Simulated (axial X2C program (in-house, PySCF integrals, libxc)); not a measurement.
## Low determinants of Ga₂ at the PBE0 level, spin-free

Calculated with an axial X2C code built on PySCF integrals. Spin-free means the one-electron spin-free X2C Hamiltonian. Basis: Ga dyall-cv3z [9s9p7d4f1g] (cores contracted in-house); Gaussian nuclei, density fitting, unrestricted open shells. Masses: Ga 68.926 u.

Search at 2.480 Å (vertical energies from the lowest determinant):

```json
{"ΔE (eV)": "0.00", "state": "M_S = 1, Λ = 0", "electrons beyond evenly filled partner blocks": "π+α, π-α", "electrons in σ, π, δ, φ": "28 26 8 0"}
{"ΔE (eV)": "0.01", "state": "M_S = 1, Λ = 1", "electrons beyond evenly filled partner blocks": "σα, π+α", "electrons in σ, π, δ, φ": "29 25 8 0"}
{"ΔE (eV)": "0.19", "state": "M_S = 0, Λ = 1", "electrons beyond evenly filled partner blocks": "σα, π+β", "electrons in σ, π, δ, φ": "29 25 8 0"}
{"ΔE (eV)": "0.53", "state": "M_S = 0, Λ = 2", "electrons beyond evenly filled partner blocks": "π+α, π+β", "electrons in σ, π, δ, φ": "28 26 8 0"}
{"ΔE (eV)": "0.53", "state": "M_S = 0, Λ = 0", "electrons beyond evenly filled partner blocks": "π+β, π-α", "electrons in σ, π, δ, φ": "28 26 8 0"}
{"ΔE (eV)": "0.88", "state": "M_S = 0, Λ = 0", "electrons beyond evenly filled partner blocks": "closed shell", "electrons in σ, π, δ, φ": "30 24 8 0"}
{"ΔE (eV)": "2.10", "state": "M_S = 1, Λ = 2", "electrons beyond evenly filled partner blocks": "2 × π+α", "electrons in σ, π, δ, φ": "28 26 8 0"}
```

Lowest determinant, M_S = 1, Λ = 0 (beyond evenly filled blocks: π+α, π-α): Re = 2.432 Å, ωe = 212.3 cm⁻¹.

The determinant in row 2 of the search, M_S = 1, Λ = 1 (beyond evenly filled blocks: σα, π+α), was followed along the bond at PBE0; measured from the minimum of the lowest determinant it gives:

Te = -0.076 eV (-614 cm⁻¹), Re = 2.690 Å, ωe = 164.1 cm⁻¹.

(1) Compare the bond of the determinant in row 2 with that of the lowest one.

The search compares states at one distance, so a state with another bond length can lie lower; it is not exhaustive and yields mostly the lowest determinant of each block pattern, so other components and higher states of one pattern are missing. These are energies of single determinants, not of spin-adapted states; PBE0 term energies can be off by some tenths of an eV, and the functional has no current term. The lowest determinant need not be the ground state where others lie within half an eV.

## Answers

(1) At PBE0 its Re is 0.258 Å longer and its force constant, which goes as ωe², is 0.60 times that of the lowest determinant. T0 ≈ Te + Δωe/2 = -614 + (-24) = -638 cm⁻¹.
